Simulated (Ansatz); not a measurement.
The first iterations of a band of CH4BClFN (9 atoms, charge 0, multiplicity 1).

Method: Ansatz, RKS CAM-B3LYP-D4/def2-SVP.

```
movable images  : 1
climbing image  : no
spring          : 5.0 eV/Å²
optimiser       : quadratic models (default)
start path      : through a guess of the saddle point
force threshold : 0.05 eV/Å
iteration limit : 60
end points      : relaxed
```

Initial state:

```xyz
9
Properties=species:S:1:pos:R:3
C -1.036 -0.587 -0.027
N -0.007 0.355 0.358
B 1.257 0.447 -0.208
F 1.627 -0.368 -1.190
Cl 2.425 1.653 0.361
H -1.940 -0.077 -0.397
H -0.657 -1.229 -0.832
H -1.330 -1.236 0.814
H -0.250 0.996 1.104
```

Final state:

```xyz
9
Properties=species:S:1:pos:R:3
C -0.668 -0.057 -0.617
N -0.219 -0.215 0.822
B 0.853 0.146 -0.357
F 1.733 -0.857 -0.592
Cl 1.548 1.810 -0.193
H -1.355 0.782 -0.745
H -1.043 -0.999 -1.026
H -0.245 -1.155 1.208
H -0.516 0.497 1.483
```

| iteration | highest image above the first end (eV) | largest band force component (eV/Å) |
| --- | --- | --- |
| 1 | 5.764 | 7.295 |
| 2 | 3.286 | 5.310 |
| 3 | 1.794 | 2.996 |

**Question.** Does the band converge within its limit, and where does its top end?

**Answer.** The run converged. It ended after 9 iterations with the highest image 1.537 eV above the first end. Neighbouring images differ by up to 1.5 eV, so the band resolves the path poorly. No image climbed, so the highest image needn't sit at the top of the path. A band with more images between the same ends climbed to 3.91 eV, so this one has probably stepped over the top. So few images can step over the top or miss a turn of the path. The orbitals stay closed-shell, which can raise the energy where a bond breaks towards radicals; this wasn't checked here.

Run time: 26 s on 2 threads of Intel(R) Xeon(R) 6975P-C (Granite Rapids), on a shared host, peak memory 0.24 GiB.
